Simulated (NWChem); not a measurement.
System: SiH$_{2}$SO, singlet; SMILES O[Si]S

```xyz
5

Si    -0.6835    -0.6620     0.0000
O      0.6986    -1.5878     0.0000
H      1.5817    -1.1994     0.0000
S      0.2110     1.3251     0.0000
H     -0.9773     1.9677     0.0000
```
Atoms are numbered in this order, from 1.

Results from NWChem. Pople sets run with spherical d functions. Low-valent species are run as closed-shell singlets; no triplet was tried in these runs. The geometry was optimised at PBE0/def2-SVP. Level BLYP/6-31G*: single points from the atomic guess with DIIS by default; each run changes one setting, and all converged runs end within 0.3 mHa of each other. NWChem's automatic level shift, which a small gap switches on, acted in some of these runs.

Which setting needs the most SCF iterations, or fails (DIIS on 20 Fock matrices; DIIS on 3 Fock matrices; occupation smearing of 0.005 Ha; defaults; no DIIS, 40 % damping)?

no DIIS, 40 % damping, with 32 against 9 for the defaults.
| setting | SCF iterations |
|---|---|
| defaults | 9 |
| DIIS on 3 Fock matrices | 13 |
| DIIS on 20 Fock matrices | 8 |
| occupation smearing of 0.005 Ha | 9 |
| no DIIS, 40 % damping | 32 |
